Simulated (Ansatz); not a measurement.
Species: C3H4O, SMILES `OC1C=C1` (H–O–C–C torsion 97°) (charge 0, multiplicity 1), formula C$_{3}$H$_{4}$O.

Question: How many basis functions does frozen-core CCSD(T)/cc-pVQZ // M06-2X/def2-TZVP run with Ansatz (a first-principles code) use, how many core orbitals are frozen, and how many electrons are correlated?

Answer: 340 basis functions and 4 frozen orbitals, which leaves 22 correlated electrons. Core time is of the order of minutes.
